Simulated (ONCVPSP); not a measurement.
**Cutoff test, In, ONCV**

- Element: In
- Generator: ONCVPSP 4.0.1
- Type: optimised norm-conserving Vanderbilt (ONCV)
- Functional: PBE
- Relativity: scalar-relativistic
- Frozen core: [Ar] 3d10
- Valence charge: 21
- Reference configuration: 4s2 4p6 4d10 5s1.75 5p1.25
- Partial waves: 4s+5s: rc 1.65 bohr, ncon 4, nbas 7, qcut 7.2 1/bohr, 2 projectors; 4p+5p: rc 1.60 bohr, ncon 4, nbas 7, qcut 10.7 1/bohr, 2 projectors; 4d: rc 1.50 bohr, ncon 3, nbas 8, qcut 11.3 1/bohr, local
- Local potential: the d channel
- Core correction: polynomial model core, fcfact 0.5

Task: For each optimised wave give the share of its norm inside rc, the residual kinetic energy above qcut (Ha) and the cutoffs (Ha) for errors of 10, 1, 0.1 and 0.01 mHa per electron.

Result:

```tsv
wave	norm inside rc	residual KE	10 mHa	1 mHa	0.1 mHa	0.01 mHa
4s	0.988	4.1e-06	8.1	13.4	20.7	24.3
5s	0.133	3.1e-05	7.1	17.6	23.3	40.4
4p	0.963	3.2e-08	18.0	22.3	26.3	39.2
5p	0.037	4.2e-09	12.2	17.3	21.6	36.3
4d	0.778	7.3e-09	30.6	38.7	45.6	51.3
```

The occupied waves need 39 Ha and 46 Ha for 1 and 0.1 mHa.
